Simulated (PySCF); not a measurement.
Species: N-cyclohexylformamide, C7H13NO.
Bonds: O1–C2 (double), C2–N3, N3–C4, C4–C5, C5–C6, C6–C7, C7–C8, C8–C9, C4–C9. Hydrogens: H10 on C2; H11 on N3; H12 on C4; H13, H14 on C5; H15, H16 on C6; H17, H18 on C7; H19, H20 on C8; H21, H22 on C9.

Computed with PBE0-D3(BJ)/def2-SVP geometry optimisation, gas phase in PySCF 2.14.0.

Q: List the bond lengths, angles and torsions at this level.

A: 
```json
{"bond": "O1=C2", "length (bohr)": "2.286", "order": "double"}
{"bond": "C2–N3", "length (bohr)": "2.562", "order": "single"}
{"bond": "N3–C4", "length (bohr)": "2.743", "order": "single"}
{"bond": "C4–C5, C4–C9", "length (bohr)": "2.894", "order": "single"}
{"bond": "C5–C6, C8–C9", "length (bohr)": "2.883", "order": "single"}
{"bond": "C6–C7, C7–C8", "length (bohr)": "2.884", "order": "single"}
{"bond": "C2–H10", "length (bohr)": "2.112", "order": "single"}
{"bond": "N3–H11", "length (bohr)": "1.912", "order": "single"}
{"bond": "C4–H12", "length (bohr)": "2.078", "order": "single"}
{"bond": "C5–H13, C9–H21", "length (bohr)": "2.086", "order": "single"}
{"bond": "C5–H14, C9–H22", "length (bohr)": "2.081", "order": "single"}
{"bond": "C6–H15, C8–H19", "length (bohr)": "2.090", "order": "single"}
{"bond": "C6–H16, C8–H20", "length (bohr)": "2.082", "order": "single"}
{"bond": "C7–H17", "length (bohr)": "2.089", "order": "single"}
{"bond": "C7–H18", "length (bohr)": "2.082", "order": "single"}
```

Bonds in one row agree within 0.02 bohr and their mean is given. Orders are formal, as drawn. A selection of angles:
```json
{"angle": "O1–C2–N3", "degrees": "125.6"}
{"angle": "C2–N3–C4", "degrees": "122.7"}
{"angle": "N3–C4–C5", "degrees": "111.5"}
{"angle": "C5–C4–C9", "degrees": "110.6"}
{"angle": "C4–C5–C6", "degrees": "112.1"}
{"angle": "C5–C6–C7", "degrees": "111.4"}
{"angle": "C6–C7–C8", "degrees": "111.5"}
{"angle": "H11–N3–C2", "degrees": "117.8"}
{"angle": "H11–N3–C4", "degrees": "119.5"}
```

Torsions: O1–C2–N3–C4 0° (synperiplanar); C2–N3–C4–C5 -116° (anticlinal); N3–C4–C5–C6 -70° (synclinal); C4–C5–C6–C7 -55° (synclinal); C5–C6–C7–C8 55° (synclinal); C6–C7–C8–C9 -55° (synclinal); C7–C8–C9–C4 55° (synclinal); N3–C4–C9–C8 70° (synclinal). The mirror-image conformer, all signs reversed, is as good.

The 6-membered ring C4–C5–C6–C7–C8–C9 has internal angles of 110.6° to 112.2° (sum 669°, against 720° for a flat polygon); it is puckered, 0.23 Å rms from its mean plane, widest ring torsion 55°. The 2 C–N bonds span 1.356 Å (C2–N3, drawn single) to 1.451 Å (N3–C4, drawn single), a spread of 0.095 Å. Of the pairs four or more bonds apart, O1···H12 is among the closest relative to their van der Waals radii: 2.34 Å, 86 % of the sum of Bondi's values. N3 (amide nitrogen) is planar (angles 122.7°, 119.5° and 117.8°, sum 360.0°, 0.00 Å off the plane of its three neighbours).

Point group: near Cs, missed by 0.10 Å at most; the miss may be what the optimiser left on a soft mode. Stationary, but not proved a minimum. The numbers are those of one conformer.
